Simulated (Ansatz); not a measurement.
The cluster Cd2S2⁺. Total charge 1; doublet. Geometry r2SCAN-D4/def2-SVP; atoms count from 1.

```tsv
atom	x (Å)	y (Å)	z (Å)
Cd1	0.066	-1.602	-1.935
Cd2	-0.066	1.602	1.935
S3	0.252	-0.776	0.651
S4	-0.252	0.776	-0.651
```

In the def2 sets Cd takes a core potential; there is no spin–orbit coupling. The relaxed charge 1 doublet is spin-contaminated (final ⟨S²⟩ up to 1.17, 0.75 for a pure state). The geometry of the doublet was relaxed on an unsound state (⟨S²⟩ 1.07, where a pure state has 0.75). Another isomer (singlet) lies 0.06 eV lower at PBE-D4/def2-TZVP.

Problem. Estimate the Mulliken populations from the PBE0/def2-TZVP orbitals of Ansatz.

Solution. 
```csv
atom,charge (e),spin (α − β),d electrons
Cd1,0.62,-0.59,10.01
Cd2,0.62,0.55,10.01
S3,-0.12,0.52,–
S4,-0.12,0.52,–
```
Mulliken values and Mayer orders depend strongly on the basis.

Problem. Where does the spin sit?

Solution. Summed by element: Cd -0.04, S 1.04, of 1 unpaired in all. Largest on single atoms: Cd1 -0.59, Cd2 0.55, S3 0.52.

Problem. And the Mayer bond orders between bonded heavy atoms (over 0.3)?

Solution. Cd1–S3 0.34 (2.72 Å); Cd1–S4 0.34 (2.72 Å); Cd2–S3 0.34 (2.72 Å); Cd2–S4 0.34 (2.72 Å); S3–S4 1.52 (2.09 Å). Values over 0.3 also appear between atoms too far apart for a bond (Cd1–Cd2 0.38 at 5.03 Å); they arise where an orbital or an unpaired electron spreads over both atoms.
